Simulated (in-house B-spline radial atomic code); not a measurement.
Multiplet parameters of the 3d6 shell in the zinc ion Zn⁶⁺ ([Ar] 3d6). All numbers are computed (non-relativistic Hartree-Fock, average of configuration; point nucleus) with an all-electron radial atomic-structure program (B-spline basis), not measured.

Slater integrals: F^2 = 139233 cm⁻¹, F^4 = 87989 cm⁻¹. Central-field spin-orbit parameter ζ(3d) = 1570 cm⁻¹ (bare central field on non-relativistic orbitals, without two-electron terms: too large for light atoms, too small for heavy ones).

What are Racah's B and C?

B = F^2/49 - 5F^4/441 = 1844 cm⁻¹, C = 35F^4/441 = 6983 cm⁻¹, C/B = 3.79.

Where do the terms lie in LS coupling, without spin-orbit interaction?

In cm⁻¹ above the Hund's-rule term (some of the terms):
| term | expression | energy |
| --- | --- | --- |
| 5D | 0B + 0C | 0 |
| 3H | 4B + 4C | 35309 |
| 3G | 9B + 4C | 44528 |
| 3D | 16B + 4C | 57435 |
| 1I | 6B + 6C | 52963 |

Is LS coupling a fair picture here?

Unscaled Hartree-Fock integrals overestimate measured term splittings, because correlation screens the repulsion; fits to spectra scale them down, most for low charges. Here ζ is 0.85 times B, so LS coupling is a fair start, though levels of equal J in close terms still mix.
